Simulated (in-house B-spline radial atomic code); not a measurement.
Atomic self-consistent-field run: Co⁶⁺ (an excited or competing configuration). Level of theory: Dirac-Hartree-Fock, average of configuration, Fermi nucleus of rms radius 3.7875 fm; calculated with a radial B-spline atomic code at the basis-set limit.

Command:
```bash
python run_scf.py task.json out
```
Settings (nuclear radius in fm, mass in u):
```
Z                27
configuration    [Ne] 3s2 3p5 3d3 4s1
hamiltonian      dirac
method           hf
spin_polarised   False
nucleus          fermi
rms_radius       3.7875
atomic_mass      58.93319
speed_of_light   137.035999084
```

Output (hartree, bohr):
```
 radial grid: 67 intervals, B-splines of order 8, outer radius 15.5224 bohr

 iter        energy (Eh)    residual
    1      -1363.8379650    9.53e-01
    2      -1376.1611357    3.36e-01
    3      -1377.4868142    1.19e-01
    4      -1377.6632118    4.12e-02
    5      -1377.6856861    1.27e-02
    6      -1377.6881411    6.76e-04
    7      -1377.6881479    1.99e-05
    8      -1377.6881479    9.88e-07
    9      -1377.6881479    9.54e-08

 total energy                    -1377.688148
 kinetic                           1399.57505
 electron-nucleus                 -3206.58148
 electron-electron                  429.31827

 first-order corrections (not in the total)
   Gaunt                            0.58184
   retardation                     -0.05157
   frequency dependence            -0.00151
   self-energy                      0.38966
   Uehling                         -0.03366
   Wichmann-Kroll                   0.00022
   recoil                           0.00993

 orbital      occ     eigenvalue          <r>       <r^2>       <1/r>     <1/r^3>     <1/r^2>       r_max    small
 1s1/2      2.000     -290.97084     0.056158  0.00424211     27.0376           -     1500.05     0.03679  9.45e-03
 2s1/2      2.000      -40.55287     0.253429   0.0758022     5.88056           -     146.538      0.2124  1.78e-03
 2p1/2      2.000      -35.67406     0.222274    0.060703     5.79139           -     47.0449      0.1704  1.74e-03
 2p3/2      4.000      -35.12070     0.225313    0.062243     5.68245     534.439     44.2579      0.1729  1.71e-03
 3s1/2      2.000       -9.02947     0.730181    0.609251     1.93803           -     23.8735      0.6504  4.27e-04
 3p1/2      1.667       -7.47343     0.745189    0.644191     1.83784           -     7.55571      0.6506  3.95e-04
 3p3/2      3.333       -7.39001     0.751858    0.655524     1.81524      77.993     7.14888      0.6567  3.90e-04
 3d3/2      1.200       -5.09841     0.758346    0.688028     1.62312     9.40239     3.36608      0.5962  3.20e-04
 3d5/2      1.800       -5.08769     0.760282    0.691359     1.61815     9.25821     3.34137      0.5977  3.18e-04
 4s1/2      1.000       -3.06757      1.75845     3.45463    0.763127           -       4.667       1.642  1.11e-04
```

Run time, properties included: 1 s on 1 thread of Arm Neoverse V1, on a shared host.

For the Dirac Hamiltonian the kinetic term is c α·p + (β - 1)c².
